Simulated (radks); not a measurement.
Problem. Radial electron density D(r) = 4 pi r^2 rho(r) of an atom or ion with 19 electrons. Method: non-relativistic Kohn-Sham, OLYP, spin-unpolarised, spherical densities, point nucleus; computed with a radial shooting solver on a logarithmic mesh with Libxc functionals.

```
   r/bohr * D(r) (the largest magnitude, 22.8, reaches the edge; | marks zero)
 0.003995 | *
 0.004614 | *
 0.005286 |  *
 0.006105 |   *
 0.006994 |    *
 0.008077 |      *
 0.009254 |       *
  0.01069 |         *
  0.01224 |            *
  0.01414 |               *
   0.0162 |                   *
  0.01871 |                       *
  0.02144 |                           *
  0.02476 |                                *
  0.02836 |                                     *
  0.03276 |                                          *
  0.03753 |                                              *
  0.04334 |                                                  *
  0.04965 |                                                    *
  0.05689 |                                                    *
   0.0657 |                                                   *
  0.07527 |                                                 *
  0.08693 |                                             *
  0.09959 |                                         *
    0.115 |                                      *
   0.1318 |                                     *
   0.1522 |                                      *
   0.1744 |                                          *
   0.2014 |                                               *
   0.2307 |                                                    *
   0.2664 |                                                      *
   0.3052 |                                                     *
   0.3525 |                                               *
   0.4039 |                                      *
   0.4664 |                            *
   0.5344 |                   *
   0.6171 |              *
    0.707 |            *
   0.8165 |            *
   0.9355 |              *
    1.072 |               *
    1.238 |               *
    1.418 |             *
    1.638 |         *
    1.876 |      *
    2.167 |   *
    2.483 | *
    2.867 |*
    3.285 |*
    3.794 |*
    4.346 |*
    5.019 *
    5.751 *
    6.641 *
    7.609 *
    8.787 *
    10.07 *
    11.63 *
    13.32 *
    15.38 *
    17.63 *
```

What is the nuclear charge?

Solution. Z = 19. The innermost maximum, from 1s, lies near 1/Z = 0.0526 bohr (found: 0.0560), and its height grows with Z. The density is that of neutral potassium in [Ar] 4s1; the configuration itself is not fixed sharply by these data, and Z only to about a unit. D(r) has 3 maxima, at r = 0.0560, 0.273, 1.11 bohr, and minima at 0.132, 0.718 bohr, inside which lie 2.16, 10.32 electrons.
